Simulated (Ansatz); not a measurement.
A structure relaxed at r2SCAN-D4/def2-SVP in Ansatz, charge 0, doublet:

Cartesian coordinates in Å:
```
Co -1.502 -0.130 0.235
Si 0.948 -1.417 -0.097
Si 0.066 0.540 -1.275
Si -1.014 -1.575 -1.492
Si 1.888 0.804 0.270
Si -0.383 1.994 0.600
Si -0.002 -0.218 1.760
```

Question: Give its formula.

Answer: CoSi₆ (the lowest doublet isomer of a short search).

Question: Summarise the bond lengths by kind (pairs closer than 1.2 times the sum of covalent radii, bridged metal pairs left out).

Answer: 10 × Si–Si 2.38 to 2.61 Å; 5 × Co–Si 2.14 to 2.79 Å. The metal has 5 neighbours: Si 2.79 Å, Si 2.28 Å, Si 2.30 Å, Si 2.43 Å, Si 2.14 Å.

The charge 0 doublet is spin-contaminated (final ⟨S²⟩ up to 1.05, 0.75 for a pure state). The relaxation made no stability test and no search for a lower SCF solution. At r2SCAN-D4/def2-SVP a quartet of charge 0 lies 0.21 eV below the doublet, each at its own geometry. The structure comes from a short search, and lower isomers may exist.
